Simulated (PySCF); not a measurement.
Identify the compound

Molecular formula: C3H11BBrN. Simulated spectra:

$^{1}$H NMR (600 MHz, computed): δ 3.11 (br, 2H), 2.53 (s, 9H).

$^{13}$C{$^{1}$H} NMR (computed): δ 50.6 (CH3, 3C).

Level of theory: J: B3LYP/pcJ-1 (pcSseg-1 on Br) (spin–dipole term only in couplings to heteroatoms), GIAO PBE0/pcSseg-1 shieldings, PBE0-D3(BJ)/def2-SVP geometry, in PySCF 2.14 (one computed conformer, relativity neglected, one averaged value for each set of equivalent atoms, in vacuum).

Chemical shifts δ = σref − σ; $^{1}$H (31.27 ppm) and $^{13}$C (184.41 ppm) vs TMS, all at this level.

What is the structure?

Answers


1. 1 carbon signal for 3 carbons: some carbons are equivalent by symmetry or fast rotation.
2. Carbon types of the structure: 3 × CH3, leaving 2 H on heteroatoms.
3. δC 50.6: methyl carbon bonded to N; deshielded by the electronegative neighbour.
4. δH 3.11: hydrogen on a boron bonded to Br, N.
5. δH 2.53: hydrogen on a methyl carbon bonded to N; its carbon carries N, an electronegative neighbour.

Structure: `InChI=1S/C3H11BBrN/c1-6(2,3)4-5/h4H2,1-3H3`.

This is the structure that produced the data.

Relativistic effects, spin–orbit coupling among them, are left out; they matter for Br and for the light atoms bonded to it. Hydrogens on boron are broadened and split by $^{11}$B (spin 3/2, 80 %) and 10B (spin 3). Shifts are as computed. Against solution values, carbons near 30 ppm lie about +2 ppm off and those near 130 ppm about +5 ppm. Of 1211 compounds with measured shifts, 218 miss one by over three times the rms of a fit or turn the order of signals round; such compounds aren't used in these exercises.
